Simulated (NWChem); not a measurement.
System: CH5NOSi2; SMILES [SiH3]C1=N[SiH2]O1

```xyz
10

Si     0.0187     2.1380    -0.0017
C      0.1182     0.2268     0.0468
N      1.0840    -0.5212     0.5036
Si     0.0125    -1.8673    -0.0014
O     -0.9766    -0.4800    -0.4698
H     -1.1854     2.5722     0.7842
H      1.2731     2.7035     0.5902
H     -0.1392     2.5704    -1.4314
H      0.4390    -2.7061    -1.1675
H     -0.6178    -2.7043     1.0697
```
Atoms are numbered in this order, from 1.

Program: NWChem. Structure relaxed at the PBE-D3(BJ)/def2-SVP level. Level: B3LYP/def2-SVP with SMD (1 M gas to 1 M solution), gas-phase geometry. Reactions with the solvent are ignored.

```
solvent        dielectric constant  solvation free energy (kcal/mol)  cavity-dispersion-structure term (kcal/mol)  dipole in solution (D)
-------------  -------------------  --------------------------------  -------------------------------------------  ----------------------
water                         78.4                        (withheld)                                   (withheld)                    1.33
chloroform                    4.71                              -2.7                                          0.7                    1.32
cyclohexane                   2.02                              -1.3                                          0.6                    1.21
ethyl acetate                 5.99                              -3.0                                          0.4                    1.35
acetonitrile                  35.7                              -3.0                                          1.1                    1.42
```

### Question
Complete the blanks.

### Answer

- water, solvation free energy (kcal/mol): -2.0
- water, cavity-dispersion-structure term (kcal/mol): 3.2
